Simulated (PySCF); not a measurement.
Te (tellurium, neutral) across methods

[Kr] 4d10 5s1 5p4 5d1, one real determinant (an excited configuration). All numbers are calculated (PySCF 2.14, no relativity, point nucleus, in dyall-av2z).

```csv
method,E (hartree),mean ε 5p α (eV),mean ε 5p β (eV),mean ε 5d α (eV),Σ⟨r²⟩ (bohr²),⟨S²⟩
LDA,-6608.07,-8.697,-6.844,0.681,69.75,6.002
r2SCANh,-6613.81,-9.579,-7.015,0.308,69.91,6.007
UHF,-6611.24950,-13.220,-8.209,-1.694,70.80,6.017
PBE,-6613.23,-8.595,-6.676,0.590,69.81,6.002
LC-wPBE,-6613.14,-12.704,-9.702,-1.971,69.40,6.003
r2SCAN,-6613.79,-9.115,-6.739,0.557,69.92,6.006
PBE0,-6613.41,-9.914,-7.394,-0.078,69.76,6.003
```

Problem. Estimate the same row for B97-3.

Solution. E (hartree) = -6613.42; mean ε 5p α (eV) = -9.883; mean ε 5p β (eV) = -7.341; mean ε 5d α (eV) = -0.016; Σ⟨r²⟩ (bohr²) = 69.95; ⟨S²⟩ = 6.005.

⟨L²⟩ = 8.00 against 12 for a pure F term, so this real determinant mixes terms. A non-relativistic calculation at this Z misses sizeable relativistic shifts. The outer electron is Rydberg-like, and this basis confines it to a smaller radius and binds it less than a complete one would.

The highest occupied level is positive at LDA, r2SCANh, PBE, r2SCAN: only the finite basis holds that electron, which in a density functional comes from self-interaction.
